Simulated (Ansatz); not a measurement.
Input for Ansatz (an electronic-structure program): R-PBE/def2-TZVPP on C3H8O2 (SMILES COCOC), a point of a torsion scan.

Ansatz 0.2 input:
```yaml
crystal:
  periodic: [false, false, false]
  atoms:
    - {symbol: C, position_ang: [2.09476838, 0.42222915, -0.10859596]}
    - {symbol: O, position_ang: [1.39712089, -0.62407576, 0.53651574]}
    - {symbol: C, position_ang: [0.01774245, -0.45858052, 0.68369803]}
    - {symbol: O, position_ang: [-0.43268125, 0.74990790, 0.14872589]}
    - {symbol: C, position_ang: [-1.81740149, 0.92554151, 0.29498163]}
    - {symbol: H, position_ang: [2.00164425, 1.36384827, 0.43886047]}
    - {symbol: H, position_ang: [1.73991087, 0.56981583, -1.13197658]}
    - {symbol: H, position_ang: [3.13437393, 0.10126922, -0.11957653]}
    - {symbol: H, position_ang: [-0.48977540, -1.30895988, 0.18222756]}
    - {symbol: H, position_ang: [-0.22481752, -0.50927881, 1.76570223]}
    - {symbol: H, position_ang: [-2.10688821, 0.93050330, 1.35295332]}
    - {symbol: H, position_ang: [-2.37416736, 0.13222554, -0.21861799]}
    - {symbol: H, position_ang: [-2.05218331, 1.88793046, -0.15395481]}
basis:
  gaussian:
    orbitals: def2-TZVPP
hamiltonian:
  xc: {name: PBE}
scf: {lower_state_search: off}
```

The log:

```
WARN ansatz: RAYON_NUM_THREADS=1 ignored (pool sized by the plan → 1); use --threads N
Functional definition: PBE
these checks for a lower state are left out or cut short: stability, starts, cluster_reference, orbital_swaps, neighbouring_geometries, increment
integrals: 0.18 GiB planned
1314 factors; their error is unknown
mean field: 1.38 GiB planned
mean field evaluation 1: about -7317.1486 eV, gradient 7.3e1 eV
mean field evaluation 2: about -7298.9857 eV, gradient 1.2e2 eV
mean field evaluation 4: about -7328.5525 eV, gradient 8.2e0 eV
mean field evaluation 8: about -7328.6752 eV, gradient 2.5e-1 eV
mean field evaluation 16: about -7328.6413 eV, gradient 3.5e-4 eV
mean field -7328.64127736 eV, -269.3225994116 hartree, gradient 3.0e-6 eV, S^2 0.000000; 0 other end points of the search recorded, 0 dependent functions left out
reference -7328.64132541 eV, -269.3226011775 hartree; 21, 21 occupied and 246, 246 virtual orbitals, 1314 factors
Total energy: -7328.64132541 eV, -269.3226011775 hartree
Checks for a lower state left out: stability, starts, cluster_reference, orbital_swaps, neighbouring_geometries, increment
```

Self-consistency was reached.

Cost: about 2.1 core-seconds (a rough figure).
